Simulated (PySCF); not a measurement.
**Computed vibrations of [Nd2H5]+**

[Nd2H5]+ (singlet in the valence; each metal's 4f electrons, 3 of them, lie in its core potential, out of spins and levels). PySCF 2.14.0, RKS PBE0, Nd lcecp-1-SVP with ECP49, H def2-SVP; non-relativistic Hamiltonian with scalar-relativistic core potentials where named; density fitting; no spin-orbit coupling. Central differences of gradients.

```xyz
7

Nd   -0.7521    0.0000    2.0092
Nd    0.7521    0.0000   -2.0092
H     0.0000    0.0000    0.0000
H     0.4130    1.5778    2.3585
H     0.4130   -1.5778    2.3585
H    -0.4130    1.5778   -2.3585
H    -0.4130   -1.5778   -2.3585
```

Run from Python with OMP_NUM_THREADS=2. Where DIIS fails, smearing, a level shift and second-order steps follow.
It took 62 s on 2 threads of Arm Neoverse V1, on a shared host.

(1) What are the harmonic wavenumbers and infrared intensities?

(2) Is this a minimum?

An lcecp potential fixes the number of 4f electrons, so in runs with it no electron can move into or out of that shell.

Results:

(1) Modes are labelled in C2h; negative numbers are unstable modes, those under 60 cm⁻¹ near the noise; a finer grid moves soft modes by up to 10 cm⁻¹.
```tsv
cm⁻¹	km/mol	symmetry
-148	–	au
-136	–	bu
-36	–	bg
63	0.0	ag
72	136.8	au
217	0.0	ag
412	119.6	bu
446	0.0	ag
497	222.8	bu
526	27.4	au
1525	0.0	bg
1534	1039.5	bu
1537	1166.5	au
1560	0.0	ag
1659	1258.0	bu
```

(2) No: 3 unstable; the lowest moves the atoms so:
```
Nd   0.00  0.00  0.00
Nd   0.00  0.00  0.00
H    0.00  0.37  0.00
H   -0.22  0.07  0.40
H    0.22  0.07 -0.40
H    0.22  0.07 -0.40
H   -0.22  0.07  0.40
```
